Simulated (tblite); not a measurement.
Compound: C₆H₃ClN₃ (charge -1).
Structure used (GFN2-xTB), in Å, numbered top down from 1:
```
atom  x, y, z in Å
Cl1    3.166   -0.978    0.068
C2     1.503   -0.418    0.032
C3     1.294    0.967    0.012
C4     0.016    1.474   -0.017
C5    -1.048    0.574   -0.028
N6    -2.389    0.729   -0.057
N7    -2.908   -0.476   -0.054
N8    -2.016   -1.440   -0.024
C9    -0.805   -0.844   -0.006
C10    0.496   -1.347    0.025
H11    2.151    1.626    0.021
H12   -0.157    2.542   -0.031
H13    0.693   -2.409    0.042
```

The geometry is computed with GFN2-xTB (gas phase).

Take the most abundant isotopes and a rigid rotor. 

**Question.** Give the principal moments of inertia and the rotational constants in cm⁻¹.

**Answer.** Ia = 141.72, Ib = 684.28, Ic = 826.00 u·Å²; 505379 MHz·u·Å²/I gives 3566, 738.6 and 611.8 MHz, that is A = 0.11895, B = 0.02464, C = 0.02041 cm⁻¹.

**Question.** What kind of rotor is it?

**Answer.** A near-prolate asymmetric top: κ = (2 × 738.6 − 3566 − 611.8)/(3566 − 611.8) = -0.91.

**Question.** What does the inertial defect say?

**Answer.** Planar: Δ = Ic − Ia − Ib = 0.00 u·Å². For a rigid frame Δ = −2 Σ m c², so it vanishes when all atoms lie in the ab plane; here none is more than 0.01 Å from it.

**Question.** List the rotational levels J(Ka,Kc) to J = 2 (cm⁻¹).

**Answer.** Above 0(0,0):
J = 1: 1(0,1) 0.0450, 1(1,1) 0.1394, 1(1,0) 0.1436
J = 2: 2(0,2) 0.1350, 2(1,2) 0.2252, 2(1,1) 0.2379, 2(2,1) 0.5208, 2(2,0) 0.5210

**Question.** Estimate the classical rotational partition function at 10 K, 25 K and 50 K.

**Answer.** Point group Cs, symmetry number σ = 1; q = (√π/σ)·√((kT/h)³/(ABC)), k/h = 20836.6 MHz/K: 4200 at 10 K, 16600 at 25 K, 47000 at 50 K.

Its GFN2-xTB frequencies are all real (lowest 116 cm⁻¹). Constants of a rigid frame at the computed geometry: no zero-point averaging, no centrifugal distortion.
